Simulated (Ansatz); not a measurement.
Geometry optimisation, RKS BLYP/def2-SVP (Ansatz 0.2.0).

Input:

```yaml
crystal:
  periodic: [false, false, false]
  atoms:
    - { symbol: F, position_ang: [1.61294, 0.73902, -0.73377] }
    - { symbol: B, position_ang: [0.32769, 0.71455, -0.47451] }
    - { symbol: C, position_ang: [-0.31262, -0.62536, 0.05432] }
    - { symbol: Br, position_ang: [-0.28083, -0.19974, 1.97699] }
    - { symbol: H, position_ang: [-0.26913, 1.71854, -0.57324] }
    - { symbol: H, position_ang: [0.27633, -1.53125, -0.06326] }
    - { symbol: H, position_ang: [-1.35438, -0.81576, -0.18653] }
basis:
  gaussian: { orbitals: def2-SVP }
hamiltonian:
  xc: blyp
relax:
  f_tol: 0.015
  max_steps: 40
```

Command:

```bash
$ ansatz run input.yaml --threads 1 --pin off --max-ram 2048MiB --backend cpu --events-out ev --progress --plain --runs-dir out
```

Task: Where does it end, and by what steps?

Result: The run converged. After 8 steps the energy has fallen by 0.069 eV; Br4 moved furthest, 0.05 Å.

```
step  energy less start (eV)  largest force component (eV/Å)  accepted
   0                  0.0000                           1.152       yes
   1                 -0.0454                           0.482       yes
   2                 -0.0667                           0.246       yes
   3                 -0.0688                           0.120       yes
   4                 -0.0690                           0.078       yes
   5                 -0.0694                           0.034       yes
   6                 -0.0693                           0.029        no
   7                 -0.0695                           0.020       yes
   8                 -0.0695                           0.004       yes
```

```xyz
7
Properties=species:S:1:pos:R:3
F 1.642 0.743 -0.745
B 0.336 0.712 -0.461
C -0.311 -0.631 0.054
Br -0.282 -0.210 2.029
H -0.298 1.737 -0.605
H 0.285 -1.552 -0.074
H -1.371 -0.799 -0.199
```

Whether the end is a true minimum wasn't checked by a vibrational analysis.

The run took 27 s on 1 thread of Arm Neoverse V1, with other jobs on the host, peak memory 0.14 GiB.
